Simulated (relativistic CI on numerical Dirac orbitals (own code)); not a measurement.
# One change at a time: Ag¹¹⁺

Base calculation: Dirac-Coulomb-Breit CI, separate exchange-only KLI orbitals for each configuration, model QED (radiative potential, 1s self-energy scaled to tabulated hydrogen-like ionisation energies), unscaled Slater integrals.

Configuration list (outside the closed core [Ar] 3d10): 4s²4p⁶, 4s²4p⁵4d, 4s4p⁶4d, 4s²4p⁵4f, 4s4p⁶4f, 4s²4p⁵5s, 4s²4p⁵5p, 4s²4p⁵5d, 4s4p⁶5s, 4s4p⁶5p, 4s²4p⁵6s, 4s²4p⁵5f, 4s²4p⁵6p, 4s²4p⁵5g, 4s4p⁶5d, 4s²4p⁵6d, 4p⁶4d4f, 4s²4p⁵7s, 4s²4p⁵6f, 4s²4p⁵7p, 4s4p⁶6s, 4p⁶4d², 4p⁵4d³, 4p⁵4d²4f, 4p⁵4d²5s, 4p⁵4d²5p, 4p⁶4f², 4p⁵4d4f², 4p⁵4f³, 4p⁵4f²5s, 4p⁵4f²5p, 4p⁶4d5s, 4p⁵4d4f5s, 4p⁵4d5s², 4p⁵4d5s5p. Double excitations out of closed p, d and f shells are left out; levels of such configurations are missing from the list, as are those of other unlisted configurations, and high levels can miss mixing partners. These lack a partner that the ground configuration has and come out too high: 4s²4p⁵5d, 4s²4p⁵6s, 4s²4p⁵5f, 4s²4p⁵6p, 4s²4p⁵5g.

Variants: (1) valence Slater integrals scaled by 0.9; (2) only the first 3 configurations. Shifts of the energy above 4s²4p⁶ ¹S0, in cm⁻¹, for the lowest level and the first level of each name with at least 55 % of one term (blank where a level changes its place among those of its configuration and J or its character, or is not in the variant):

| Level | Base | Δ(1) | Δ(2) |
| --- | --- | --- | --- |
| 4s²4p⁶ ¹S0 | 0 | 0 | 0 |
| 4s²4p⁵4d ³P°0 | 443859 | +3473 | -166 |
| 4s²4p⁵4d ³P°1 | 450644 | +3180 | -160 |
| 4s²4p⁵4d ³P°2 | 464265 | +2501 | -119 |
| 4s²4p⁵4d ³F°4 | 465283 | +2348 | +2362 |
| 4s²4p⁵4d ³F°3 | 467661 | +1596 | +1882 |
| 4s²4p⁵4d ³D°3 | 496766 | -1030 | +19 |
| 4s²4p⁵4d ³D°1 | 514783 | -1004 | -142 |
| 4s²4p⁵4d ¹P°1 | 650329 | -14430 | +2670 |
| 4s4p⁶4d ³D1 | 842384 | +4983 | +22138 |
| 4s4p⁶4d ³D2 | 846241 | +4831 | +21295 |
| 4s4p⁶4d ³D3 | 852709 | +4689 | +20317 |
| 4s4p⁶4d ¹D2 | 908791 | -2469 | +3834 |
| 4s²4p⁵5s ³P°2 | 943994 | +578 |  |

At this charge energies of transitions that change n are usually good to better than 1 %, and those within a shell (Δn = 0) to a few per cent.

Ionisation energy from the two ground configurations alone: base 270.146 eV. The NIST ASD value (semi-empirical) is 271.46 eV.

LS names give the leading component of a level, which can be under half, so a name can repeat, a term be missing and a line seem to break the LS rules.
